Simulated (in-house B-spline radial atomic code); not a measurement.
**RPA and G0W0 on TPSS: neutral silver**

Configuration [Kr] 4d10 5s1, highest spin, mean-field start TPSS. Computed with a B-spline radial code for spherical atoms: all electrons, scalar-relativistic (spin-free one-electron X2C), finite nucleus, each spin shell either full or empty, empty states to l = 9 with an (l + 1/2)⁻⁴ tail; G0W0 by contour deformation at full frequency.

RPA overbinds a lone outer s electron by self-correlation, and G0W0 tends to as well.

Command:
```bash
python run_gw.py task.json out
```
Settings (radii: box in bohr, nucleus in fm):
```
Z                        47
electrons                47
configuration            [Kr] 4d10 5s1
hamiltonian              x2c
method                   tpss,tpss
lmax                     9
rms_radius               4.5454
spin_polarised           True
box_radius               40
intervals                72
ion_configuration        [Kr] 4d10
```

Time taken, with all properties: 9.4 s on 1 thread of Intel(R) Xeon(R) Platinum 8488C, on a shared host.

Energies (hartree):

```tsv
term	value
mean-field total	-5315.25058
Hartree-Fock functional on these orbitals	-5312.84775
direct second order	-4.2949
second-order exchange	1.1927
SOSEX correction	1.0851
```

**Question.** What is the RPA correlation energy, and what remains with SOSEX?

**Answer.** RPA gives -3.6628 hartree (-2.12 eV per electron); RPA + SOSEX gives -2.5777, and the second-order doubles -3.1023 hartree (no singles). SOSEX takes back 30 % of the RPA value.

Quasi-particle levels (eV):

| level | occupied | mean field | Σx - vxc | Σc | QP weight | G0W0 |
| --- | --- | --- | --- | --- | --- | --- |
| 5s up | yes | -4.627 | -2.13 | ? | ? | ? |
| 5s down | no | -3.716 | 4.79 | -2.61 | 0.835 | -1.534 |

G0W0 = mean field + (Σx - vxc) + Σc, with Σc (partial-wave tail included) taken at the quasi-particle energy. Only the outer levels were computed. Levels of low weight are left out.

**Question.** Where does G0W0 put 5s up?

**Answer.** At -7.825 eV, with Σc = -1.07 eV and a quasi-particle weight of 0.782. The tabulated removal energy is 7.576 eV (NIST, measured); the calculation leaves out spin-orbit coupling, Breit and QED terms, and what these don't explain is the method's own error.

**Question.** What does it cost to remove one electron (to [Kr] 4d10) by differences of total energies, each species on its own start (correlation terms add to the Hartree-Fock functional)?

**Answer.** TPSS 7.696 eV, Hartree-Fock functional 6.154 eV, + RPA 8.067 eV, + RPA + SOSEX 7.337 eV, + second order 8.788 eV. Tabulated: 7.576 eV (NIST, measured); the calculation leaves out spin-orbit coupling, Breit and QED terms, and what these don't explain is the method's own error.
